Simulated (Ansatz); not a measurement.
AlO₄H₄, that is [Al(OH)4]- with one electron fewer. Charge 0, multiplicity 2. Geometry r2SCAN-D4/def2-SVPD, that of the charge -1 singlet.

Cartesian coordinates in Å:
```
Al 0.000 0.000 0.000
O -1.541 -0.903 0.092
H -1.945 -1.026 -0.771
O 0.137 0.870 1.557
H -0.719 1.029 1.964
O -0.108 0.976 -1.495
H 0.753 1.134 -1.891
O 1.512 -0.943 -0.154
H 1.911 -1.136 0.699
```

At PBE-D4/def2-TZVPD, r2SCAN-D4/def2-TZVPD the gap within one spin of the charge 0 doublet nearly closes, so an electron or hole may be smeared out by delocalisation error.

**Question.** Estimate the α-spin orbital energies around the gap (eV) in Ansatz with PBE-D4/def2-TZVPD, r2SCAN-D4/def2-TZVPD, PBE0-D4/def2-TZVPD.

**Answer.** 
```csv
orbital,PBE-D4/def2-TZVPD,r2SCAN-D4/def2-TZVPD,PBE0-D4/def2-TZVPD
HOMO−5,-8.70,-9.14,-10.62
HOMO−4,-8.52,-8.92,-10.39
HOMO−3,-8.43,-8.90,-10.37
HOMO−2,-8.02,-8.48,-9.94
HOMO−1,-8.00,-8.44,-9.88
HOMO,-7.79,-8.23,-9.68
LUMO,-1.28,-0.64,-0.57
LUMO+1,-0.05,0.68,0.62
LUMO+2,-0.03,0.70,0.63
LUMO+3,0.16,0.87,0.84
LUMO+4,1.38,2.02,1.87
LUMO+5,1.49,2.09,1.95
β HOMO,-7.27,-7.46,-8.43
β LUMO,-7.25,-7.37,-7.00
```
